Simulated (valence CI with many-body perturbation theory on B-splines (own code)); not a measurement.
## Hyperfine factors and g values of Eu XLIX

Calculated by relativistic CI+MBPT: five valence electrons over a frozen Dirac-Fock core [Ne], a basis of 11 s, 11 p, 10 d, 8 f, 5 g, 2 h functions for each j, with the one-electron correlation potential Σ1, the two-electron term Σ2, the three-electron term Σ3, Breit, model QED; selected CI, second order for the rest, scaled by the run's own slope (own B-spline code, finite nucleus).

No measured spectrum was set against this ion. As an estimate, large intervals hold to a few tenths of a per cent, small ones and those within an open d or f shell to about a per cent. Among the levels kept, up to 3300 cm⁻¹ of a level comes from second order outside the variational space, and about a tenth of that is noise between levels of different J, which matters for small intervals.

A/g_I is the dipole constant over the nuclear g factor μ/I (μ in nuclear magnetons, uniformly magnetised nucleus), B/Q the quadrupole constant per barn. Both hold the static response of the core; the bare values leave it out. Large factors of s and p1/2 electrons are usually good to 5 to 10 %; those of open d and f shells near neutrality can be off by tens of per cent, and small factors of p3/2, d and f electrons come from cancelling terms and can be off by a factor of two or in sign, in half-filled shells by more. B is blank for J = 1/2, where it vanishes, and for nearly pure S terms. Energies count from the lowest level.

Levels are named by their leading jj configuration (3d3/2^4 stands for four electrons in 3d with j = 3/2), which in mixed levels can hold well under half, so a name can repeat and another be missing. Letters in brackets count levels of one name in rising energy.

| Level | E (Ry) | g | A/g_I (MHz) | A/g_I bare | B/Q (MHz/b) | B/Q bare |
| --- | --- | --- | --- | --- | --- | --- |
| (3s^2 3p1/2^2 3p3/2) J=3/2 | 0.000 | 1.363 | 116000 | 116000 | 218000 | 214000 |
| (3s^2 3p1/2 3p3/2^2) J=3/2 | 11.325 | 1.450 | -28500 | -25400 | 27300 | 26900 |
| (3s^2 3p1/2 3p3/2^2) J=5/2 | 12.052 | 1.191 | 272000 | 268000 | -552 | -538 |
| (3s^2 3p1/2 3p3/2^2) J=1/2 | 12.962 | 0.653 | 876000 | 857000 |  |  |
| (3s^2 3p1/2^2 3d3/2) J=3/2 | 13.698 | 0.778 | 61200 | 62800 | 31500 | 33000 |
| (3s^2 3p1/2^2 3d5/2) J=5/2 | 17.134 | 1.214 | 46100 | 47500 | 17900 | 19800 |
| (3s 3p1/2^2 3p3/2^2) J=5/2 | 21.350 | 1.455 | 573000 | 563000 | 77300 | 76200 |
| (3s 3p1/2^2 3p3/2^2) J=3/2 | 23.140 | 1.150 | -292000 | -282000 | -37900 | -37200 |
| (3s 3p1/2^2 3p3/2^2) J=1/2 | 23.153 | 2.115 | 2360000 | 2310000 |  |  |
| (3s^2 3p3/2^3) J=3/2 | 24.398 | 1.296 | 124000 | 124000 | -244000 | -241000 |
| (3s^2 3p1/2 3p3/2 3d3/2) J=5/2 [a] | 24.917 | 0.956 | 205000 | 203000 | -29100 | -27800 |
| (3s^2 3p1/2 3p3/2 3d3/2) J=3/2 [a] | 25.069 | 0.913 | 198000 | 196000 | -141000 | -139000 |
| (3s^2 3p1/2 3p3/2 3d3/2) J=1/2 [a] | 25.087 | 0.207 | 322000 | 317000 |  |  |
| (3s^2 3p1/2 3p3/2 3d3/2) J=7/2 | 25.647 | 1.043 | 200000 | 199000 | 221000 | 219000 |
| (3s^2 3p1/2 3p3/2 3d3/2) J=5/2 [b] | 27.397 | 1.195 | 44700 | 46700 | 206000 | 203000 |
| (3s^2 3p1/2 3p3/2 3d5/2) J=7/2 [a] | 27.733 | 1.305 | -28800 | -25600 | 249000 | 248000 |
| (3s^2 3p1/2 3p3/2 3d3/2) J=3/2 [b] | 27.903 | 1.247 | -3740 | -400 | 9270 | 8320 |
| (3s^2 3p1/2 3p3/2 3d3/2) J=1/2 [b] | 27.922 | 1.673 | 600000 | 587000 |  |  |
| (3s^2 3p1/2 3p3/2 3d5/2) J=3/2 [a] | 28.257 | 1.362 | -81200 | -76400 | -87800 | -85900 |
| (3s^2 3p1/2 3p3/2 3d5/2) J=9/2 | 28.514 | 1.192 | 150000 | 149000 | 229000 | 228000 |
| (3s^2 3p1/2 3p3/2 3d5/2) J=5/2 [a] | 28.551 | 1.141 | 210000 | 208000 | -162000 | -159000 |
| (3s^2 3p1/2 3p3/2 3d5/2) J=7/2 [b] | 29.963 | 1.109 | 170000 | 169000 | 24000 | 25300 |
| (3s^2 3p1/2 3p3/2 3d5/2) J=5/2 [b] | 30.034 | 1.244 | -20300 | -17600 | 40200 | 40900 |
| (3s^2 3p1/2 3p3/2 3d5/2) J=3/2 [b] | 30.469 | 0.930 | 249000 | 245000 | 30900 | 31000 |
| (3s^2 3p1/2 3p3/2 3d5/2) J=1/2 | 30.669 | 1.256 | -266000 | -257000 |  |  |
| (3s 3p1/2 3p3/2^3) J=3/2 [a] | 33.572 | 1.440 | 418000 | 411000 | -205000 | -202000 |
| (3s 3p1/2 3p3/2^3) J=5/2 | 34.542 | 1.283 | 680000 | 667000 | -268000 | -264000 |
| (3s 3p1/2^2 3p3/2 3d3/2) J=5/2 [a] | 34.658 | 1.286 | 452000 | 445000 | 64200 | 62800 |
| (3s 3p1/2^2 3p3/2 3d3/2) J=3/2 [a] | 34.793 | 1.302 | 295000 | 291000 | -2300 | -3290 |
| (3s 3p1/2^2 3p3/2 3d3/2) J=1/2 [a] | 34.890 | 2.499 | 1400000 | 1370000 |  |  |
| (3s 3p1/2^2 3p3/2 3d3/2) J=7/2 | 35.200 | 1.294 | 434000 | 427000 | 203000 | 201000 |
| (3s 3p1/2 3p3/2^3) J=1/2 | 35.777 | 1.347 | -632000 | -613000 |  |  |
| (3s 3p1/2 3p3/2^3) J=3/2 [b] | 35.908 | 1.137 | 251000 | 248000 | -13900 | -13700 |
| (3s 3p1/2^2 3p3/2 3d3/2) J=3/2 [b] | 36.304 | 0.995 | 173000 | 172000 | -124000 | -122000 |
| (3s 3p1/2^2 3p3/2 3d3/2) J=5/2 [b] | 37.184 | 0.874 | -100000 | -95200 | 139000 | 139000 |
| (3s 3p1/2^2 3p3/2 3d3/2) J=1/2 [b] | 37.422 | 0.565 | 408000 | 400000 |  |  |
| (3s 3p1/2^2 3p3/2 3d5/2) J=9/2 | 37.522 | 1.370 | 348000 | 343000 | 220000 | 219000 |
| (3s 3p1/2^2 3p3/2 3d5/2) J=5/2 [a] | 38.472 | 1.390 | 503000 | 494000 | -117000 | -115000 |
| (3s^2 3p3/2^2 3d3/2) J=5/2 | 38.909 | 1.180 | 165000 | 164000 | -32300 | -32300 |
| (3s^2 3p3/2^2 3d3/2) J=7/2 | 38.965 | 1.121 | 96800 | 97400 | 49100 | 49900 |

Take the isotope of mass number 153, with I = 5/2, μ = 1.5294 μN and Q = 2.41 b. What is the hyperfine structure of (3s^2 3p1/2^2 3d5/2) J=5/2?

From the table A = 28200 MHz, B = 43100 MHz. Shifts from the centre of gravity in MHz: F = 0: -217000, F = 1: -199000, F = 2: -159000, F = 3: -90000, F = 4: 20200, F = 5: 187000.
